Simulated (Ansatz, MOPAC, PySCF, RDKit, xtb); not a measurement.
Dimer: CH4O (SMILES CO) (first 6 atoms) with C3H8 (SMILES CCC); geometry from B3LYP-D3(BJ)/def2-TZVP, rigid monomers moved along the line of their centres of mass till H6···C7 is 3.72 Å.
(charge 0, multiplicity 1):
```xyz
17

C      0.484     0.243    -0.280
O     -0.514    -0.518     0.383
H      0.752     1.147     0.279
H      0.068     0.543    -1.241
H      1.393    -0.340    -0.464
H     -0.174    -0.796     1.240
C     -0.298    -1.235     4.927
C     -0.019     0.130     5.551
C      0.342     1.192     4.515
H     -0.530    -1.986     5.684
H     -1.149    -1.188     4.243
H      0.572    -1.597     4.369
H      0.793     0.039     6.277
H     -0.898     0.455     6.114
H      0.523     2.162     4.982
H      1.249     0.915     3.970
H     -0.460     1.317     3.783
```

Counterpoise-corrected where a basis set is named; no monomer relaxation. Rows marked so take none.

Rows in 6-31G* carry no dispersion term and start afresh at each structure (6-31G* with six Cartesian d functions). MP2/6-31G* freezes PySCF's default core. The state reached by PM3, PM6 isn't checked.

Run with Ansatz (Gaussian orbitals); MOPAC for PM3, PM6 (differences of heats of formation); PySCF for 6-31G* rows; RDKit for the force fields; xtb for the GFN methods. Values without a source in brackets are computed.

| level | interaction energy (kcal/mol) |
|---|---|
| MMFF94 | -0.42 |
| GFN-FF | -0.53 |
| PM3 | -0.31 |
| PM6 | -0.21 |
| GFN1-xTB | -0.54 |
| HF/6-31G* | -0.16 |
| BP86/6-31G* (no counterpoise) | -0.11 |
| B3LYP/def2-TZVPPD | -0.07 |
| MP2/6-31G* (no counterpoise) | … |

Some entries are withheld; supply them.


- MP2/6-31G* (no counterpoise), interaction energy (kcal/mol): -0.68

Ansatz is an electronic-structure program.
